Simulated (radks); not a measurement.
Task: Species: the oxygen ion O4+. Configuration: [He] 2s2. All-electron calculation, scalar-relativistic Kohn-Sham, r2SCAN, spin-polarised, spherical densities, finite nucleus; meta-GGA in the generalised Kohn-Sham scheme; Fermi nuclear charge, rms radius 2.6991 fm. Program: a radial shooting solver on a logarithmic mesh with Libxc functionals. Some entries of the table are withheld. Estimate them.

orbital,occ.,eigenvalue (eV),r(max) (bohr)
1s,2,-625.8710,(1)
2s,2,(2),(3)
2p,0,(4),(5)

Result: 
(1) 1s r(max) (bohr): 0.1290
(2) 2s eigenvalue (eV): -103.2108
(3) 2s r(max) (bohr): 0.7852
(4) 2p eigenvalue (eV): -88.2192
(5) 2p r(max) (bohr): 0.6812
